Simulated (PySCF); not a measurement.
C₆H₇F₂ (charge +1).
Bonds: F1–C2, C2–F3, C2–C4, C4–C5 (double), C5–C6, C6–C7, C7–C8, C4–C8. Hydrogens: H9 on C2; H10 on C5; H11 on C6; H12, H13 on C7; H14, H15 on C8.

The same species was optimised twice, with GFN2-xTB and with PBE0-D3(BJ)/def2-SVP (PySCF), and the same property calculations (PySCF, gas phase) were run on both structures.

```tsv
coordinate	GFN2-xTB	PBE0-D3(BJ)/def2-SVP	change
C6–C7 (Å)	1.456	1.465	+0.009
C5–C6 (Å)	1.381	1.389	+0.008
C2–C4 (Å)	1.498	1.505	+0.007
F1–C2 (Å)	1.345	1.338	-0.007
C2–F3 (Å)	1.341	1.335	-0.006
C4–C8 (Å)	1.463	1.468	+0.005
C4=C5 (Å)	1.388	1.392	+0.004
C7–C8 (Å)	1.522	1.521	-0.001
F1–C2–F3 (°)	108.4	110.3	+1.9
F1–C2–C4 (°)	110.6	109.3	-1.3
C4–C5–C6 (°)	108.7	107.5	-1.2
F3–C2–C4 (°)	111.2	110.0	-1.2
C5–C4–C8 (°)	111.1	112.0	+0.9
C2–C4–C5 (°)	125.6	124.8	-0.8
C5–C6–C7 (°)	111.3	112.1	+0.8
C6–C7–C8 (°)	104.7	104.4	-0.3
F1–C2–C4–C5 (°)	-157	-148	+9
```

Rotational constants: A = 4369, B = 1453, C = 1136 MHz (GFN2-xTB) against A = 4323, B = 1465, C = 1138 MHz (PBE0-D3(BJ)/def2-SVP).

On the GFN2-xTB structure: lowest triplet, Tamm–Dancoff (eV) 3.10 [B3LYP/def2-SVPD]; isotropic polarisability (au) 66.1 [B3LYP/def2-SVPD]; HOMO (eV) -14.32 [B3LYP/def2-SVPD]; LUMO (eV) -9.21 [B3LYP/def2-SVPD]; HOMO (eV) -14.52 [PBE0/pcSseg-1]; LUMO (eV) -9.05 [PBE0/pcSseg-1]; GIAO shielding of F1/F3 (mean) (ppm) 309.5 [PBE0/pcSseg-1]; GIAO shielding of C2 (ppm) 68.9 [PBE0/pcSseg-1]; GIAO shielding of C4 (ppm) -71.7 [PBE0/pcSseg-1]; GIAO shielding of C5 (ppm) 33.7 [PBE0/pcSseg-1]; GIAO shielding of C6 (ppm) -59.6 [PBE0/pcSseg-1]; GIAO shielding of C7 (ppm) 130.8 [PBE0/pcSseg-1]; GIAO shielding of C8 (ppm) 132.0 [PBE0/pcSseg-1].

What do these properties become on the PBE0-D3(BJ)/def2-SVP structure?

```json
{"property": "lowest triplet, Tamm–Dancoff (eV)", "level": "B3LYP/def2-SVPD", "on GFN2-xTB": "3.10", "on PBE0-D3(BJ)/def2-SVP": "3.10", "change": "0.00"}
{"property": "isotropic polarisability (au)", "level": "B3LYP/def2-SVPD", "on GFN2-xTB": "66.1", "on PBE0-D3(BJ)/def2-SVP": "66.5", "change": "+0.4"}
{"property": "HOMO (eV)", "level": "B3LYP/def2-SVPD", "on GFN2-xTB": "-14.32", "on PBE0-D3(BJ)/def2-SVP": "-14.30", "change": "+0.02"}
{"property": "LUMO (eV)", "level": "B3LYP/def2-SVPD", "on GFN2-xTB": "-9.21", "on PBE0-D3(BJ)/def2-SVP": "-9.15", "change": "+0.06"}
{"property": "energy, GFN2-xTB geometry as zero (kcal/mol)", "level": "B3LYP/def2-SVPD", "on GFN2-xTB": "0.0", "on PBE0-D3(BJ)/def2-SVP": "-0.7", "change": "-0.7"}
{"property": "HOMO (eV)", "level": "PBE0/pcSseg-1", "on GFN2-xTB": "-14.52", "on PBE0-D3(BJ)/def2-SVP": "-14.50", "change": "+0.02"}
{"property": "LUMO (eV)", "level": "PBE0/pcSseg-1", "on GFN2-xTB": "-9.05", "on PBE0-D3(BJ)/def2-SVP": "-8.99", "change": "+0.06"}
{"property": "energy, GFN2-xTB geometry as zero (kcal/mol)", "level": "PBE0/pcSseg-1", "on GFN2-xTB": "0.0", "on PBE0-D3(BJ)/def2-SVP": "-0.6", "change": "-0.6"}
{"property": "GIAO shielding of F1/F3 (mean) (ppm)", "level": "PBE0/pcSseg-1", "on GFN2-xTB": "309.5", "on PBE0-D3(BJ)/def2-SVP": "314.7", "change": "+5.2"}
{"property": "GIAO shielding of C2 (ppm)", "level": "PBE0/pcSseg-1", "on GFN2-xTB": "68.9", "on PBE0-D3(BJ)/def2-SVP": "69.7", "change": "+0.8"}
{"property": "GIAO shielding of C4 (ppm)", "level": "PBE0/pcSseg-1", "on GFN2-xTB": "-71.7", "on PBE0-D3(BJ)/def2-SVP": "-74.4", "change": "-2.7"}
{"property": "GIAO shielding of C5 (ppm)", "level": "PBE0/pcSseg-1", "on GFN2-xTB": "33.7", "on PBE0-D3(BJ)/def2-SVP": "32.6", "change": "-1.1"}
{"property": "GIAO shielding of C6 (ppm)", "level": "PBE0/pcSseg-1", "on GFN2-xTB": "-59.6", "on PBE0-D3(BJ)/def2-SVP": "-63.3", "change": "-3.7"}
{"property": "GIAO shielding of C7 (ppm)", "level": "PBE0/pcSseg-1", "on GFN2-xTB": "130.8", "on PBE0-D3(BJ)/def2-SVP": "129.7", "change": "-1.1"}
{"property": "GIAO shielding of C8 (ppm)", "level": "PBE0/pcSseg-1", "on GFN2-xTB": "132.0", "on PBE0-D3(BJ)/def2-SVP": "132.6", "change": "+0.6"}
```

The heavy atoms differ by 0.088 Å rms after alignment. Among bonds between heavy atoms C5–C6 and C6–C7 change most and about equally (+0.008 to +0.009 Å). Changes are differences of the printed values. Neither structure is proved a minimum here. The structure is a single PBE0-D3(BJ)/def2-SVP conformer in the gas phase; no vibrational or solvent corrections.

Shape of the structure used: `[F:1][CH:2]([F:3])[C:4]1=[CH:5][CH+:6][CH2:7][CH2:8]1`: F1–C2–C4–C5 -148°.
